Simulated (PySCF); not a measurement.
All values below come from PySCF with B3LYP-D3(BJ)/def2-TZVP // r2SCAN-D4/def2-SVP. All species are isolated molecules in the gas phase. One relaxed conformer stands for a flexible species; it need not be the lowest. B3LYP has the VWN-RPA correlation part, as in Gaussian. 

Reference species: [Nb(F)5] (neutral, multiplicity 1).

```json
{
  "coordination_number": "5",
  "mean_distance_from_the_central_atom_to_its_bonded_neighbours": "1.853 Å",
  "HOMO–LUMO gap": "8.20 eV"
}
```

Changed species: [Nb(NH2)5] (5 of 5 F replaced by NH2; the reference has 0 of 5 F replaced by NH2).

Task: Predict the effect on the coordination number, mean distance from the central atom to its bonded neighbours and HOMO–LUMO gap.

Result: the coordination number is nearly the same; the mean distance from the central atom to its bonded neighbours rises by 0.159 Å, to 2.012 Å; the HOMO–LUMO gap decreases by 3.16 eV, to 5.04 eV.
